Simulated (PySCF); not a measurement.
## Working with the constants of TbSi

ωB97X constants of TbSi, decet, about 8.1 electrons in the 4f shell (Mulliken), real f orbitals that mix terms (Tb x2c-SVPall, Si x2c-SVPall; spin-free X2C with a Gaussian nucleus (PySCF 2.14); masses 158.9253 and 27.9769 u):

- ωe: 269.4 cm⁻¹
- ωexe: 0.892 cm⁻¹
- Be: 0.095725 cm⁻¹
- αe: 0.000472 cm⁻¹
- D (centrifugal): 4.83e-08 cm⁻¹
- De to Tb (4f9 6s2) + Si: 1.48 eV

(1) Give the vibrational terms G(v) and spacings up to v = 6.

A state of this spin cannot dissociate to the ground-state fragments, so its own limit lies higher than the one that De refers to.

Spin–orbit coupling is left out, which matters for elements this heavy, above all for dissociation energies. With d or f electrons several states lie close, and the lowest PBE0 determinant need not be the measured ground state.

Answers

(1) G(v) = ωe(v+½) − ωexe(v+½)².

```
v  G(v) (cm⁻¹)  G(v) − G(v−1)  Bv (cm⁻¹)
0        134.5                   0.09549
1        402.1          267.6    0.09502
2        667.9          265.8    0.09455
3        932.0          264.0    0.09407
4       1194.2          262.3    0.09360
5       1454.7          260.5    0.09313
6       1713.4          258.7    0.09266
```
